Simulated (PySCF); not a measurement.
**Gas-phase thermal properties of Si(OH)₃OCH₃**

Method: PySCF energies (xtb for GFN2) plus ideal-gas RRHO corrections (1 bar). 6-31G* has spherical d functions here. All species are closed-shell singlets. B3LYP is the form with VWN-RPA correlation. No R ln 2 is added for the mirror-image form of Si(OH)₃OCH₃. Si(OH)₃OCH₃: computed as isolated molecules; such fragments, hydroxides, amides, oligomers or adducts are transient or little studied in the gas. The harmonic model lacks anharmonicity and excited electronic states, which grow with temperature; levels with a mode under 35 cm⁻¹ are left out. Internal rotation in Si(OH)₃OCH₃ is treated as a harmonic vibration of one conformer, which makes the entropy rough.

```json
[
 {"level": "B3LYP/6-31G*", "point group": "C1", "σ": "1", "ZPE (kJ/mol)": "226.5", "S°298 (J/mol/K)": "376.9", "Cp298 (J/mol/K)": "131.5", "S°1000 (J/mol/K)": "591.3", "H1000 − H298 (kJ/mol)": "130.5"},
 {"level": "GFN2-xTB", "point group": "C1", "σ": "1", "ZPE (kJ/mol)": "218.1", "S°298 (J/mol/K)": "380.8", "Cp298 (J/mol/K)": "134.9", "S°1000 (J/mol/K)": "598.8", "H1000 − H298 (kJ/mol)": "132.5"},
 {"level": "HF/6-31G*", "point group": "C1", "σ": "1", "ZPE (kJ/mol)": "242.9", "S°298 (J/mol/K)": "371.6", "Cp298 (J/mol/K)": "126.8", "S°1000 (J/mol/K)": "579.9", "H1000 − H298 (kJ/mol)": "127.0"},
 {"level": "PBE/def2-SVP", "point group": "C1", "σ": "1", "ZPE (kJ/mol)": "218.8", "S°298 (J/mol/K)": "382.5", "Cp298 (J/mol/K)": "135.2", "S°1000 (J/mol/K)": "601.2", "H1000 − H298 (kJ/mol)": "132.9"},
 {"level": "PBE0/def2-TZVP", "point group": "C1", "σ": "1", "ZPE (kJ/mol)": "227.4", "S°298 (J/mol/K)": "378.1", "Cp298 (J/mol/K)": "132.2", "S°1000 (J/mol/K)": "593.3", "H1000 − H298 (kJ/mol)": "130.9"}
]
```
σ: rotational symmetry number. Electronic degeneracy used: 1. Frequencies are unscaled.
